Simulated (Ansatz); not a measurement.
ClH5O2SSi2, SMILES `O[SiH](O)S[SiH2]Cl`, relaxed with RKS PBE-D4/def2-SVP in Ansatz from a rough embedded geometry. The force threshold is 0.03 eV/Å; the program also tests the step.

Charge 0, multiplicity 1.

Start:

```xyz
11

O    -1.563    1.126   -1.826
Si   -0.360    0.366   -1.007
O     0.968    1.330   -1.086
S    -0.886    0.226    0.988
Si    0.616   -1.085    1.518
Cl    0.367   -1.655    3.498
H    -2.332    1.316   -1.218
H    -0.094   -0.965   -1.618
H     0.829    2.162   -1.408
H     1.937   -0.470    1.436
H     0.518   -2.350    0.723
```

(1) By how much does the energy fall, and how many steps does the optimiser take? (Best estimate.)

(2) Which bonds change most? (Best estimate.)

(3) Give the relaxed structure. (Estimate.)

Answers

(1) The calculation gave: 49.46 kJ/mol, in 11 steps, 1 of them rejected.

(2) Computed: Si2–S4 from 2.068 to 2.176 Å; S4–Si5 from 2.062 to 2.157 Å; O3–H9 from 0.903 to 0.974 Å; Si5–H10 from 1.460 to 1.499 Å.

(3) Ansatz gave: 
```xyz
11

O    -1.681    1.278   -1.750
Si   -0.392    0.454   -1.085
O     1.009    1.278   -1.433
S    -0.821    0.333    1.045
Si    0.669   -1.127    1.593
Cl    0.296   -1.656    3.565
H    -2.559    1.052   -1.395
H    -0.162   -0.909   -1.650
H     1.027    2.207   -1.138
H     2.052   -0.554    1.511
H     0.562   -2.355    0.737
```
